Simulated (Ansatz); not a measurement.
A calculation with Ansatz (development build ahead of 0.2.0).

```yaml
crystal:
  periodic: [false, false, false]
  atoms:
    - { symbol: Li, position_ang: [-1.81471, -1.81471, -1.81471] }
    - { symbol: F, position_ang: [-1.94197, -1.94197, 0.0] }
    - { symbol: Li, position_ang: [-1.81471, -1.81471, 1.81471] }
    - { symbol: F, position_ang: [-1.94197, 0.0, -1.94197] }
    - { symbol: Li, position_ang: [-1.9484, 0.0, 0.0] }
    - { symbol: F, position_ang: [-1.94197, 0.0, 1.94197] }
    - { symbol: Li, position_ang: [-1.81471, 1.81471, -1.81471] }
    - { symbol: F, position_ang: [-1.94197, 1.94197, 0.0] }
    - { symbol: Li, position_ang: [-1.81471, 1.81471, 1.81471] }
    - { symbol: F, position_ang: [0.0, -1.94197, -1.94197] }
    - { symbol: Li, position_ang: [0.0, -1.9484, 0.0] }
    - { symbol: F, position_ang: [0.0, -1.94197, 1.94197] }
    - { symbol: Li, position_ang: [0.0, 0.0, -1.9484] }
    - { symbol: F, position_ang: [0.0, 0.0, 0.0] }
    - { symbol: Li, position_ang: [0.0, 0.0, 1.9484] }
    - { symbol: F, position_ang: [0.0, 1.94197, -1.94197] }
    - { symbol: Li, position_ang: [0.0, 1.9484, 0.0] }
    - { symbol: F, position_ang: [0.0, 1.94197, 1.94197] }
    - { symbol: Li, position_ang: [1.81471, -1.81471, -1.81471] }
    - { symbol: F, position_ang: [1.94197, -1.94197, 0.0] }
    - { symbol: Li, position_ang: [1.81471, -1.81471, 1.81471] }
    - { symbol: F, position_ang: [1.94197, 0.0, -1.94197] }
    - { symbol: Li, position_ang: [1.9484, 0.0, 0.0] }
    - { symbol: F, position_ang: [1.94197, 0.0, 1.94197] }
    - { symbol: Li, position_ang: [1.81471, 1.81471, -1.81471] }
    - { symbol: F, position_ang: [1.94197, 1.94197, 0.0] }
    - { symbol: Li, position_ang: [1.81471, 1.81471, 1.81471] }
basis:
  gaussian: { orbitals: def2-SVP }
total_charge: 1
hamiltonian:
  xc: hf
correlation:
  method: mp2
  frozen_orbitals: { F: 1, Li: 0 }
scf:
  omitted_lower_state_checks: [stability, starts, atomic_configurations, cluster_reference, orbital_swaps, given_window_search, neighbouring_geometries, increment]
```

The input is written out in the form of the current development build from the run's settings.

The run gave:

```
Converged          : yes
Reference energy   : -1397.76744 hartree
Correlation energy : -2.71542 hartree
Total energy       : -1400.48286 hartree
```
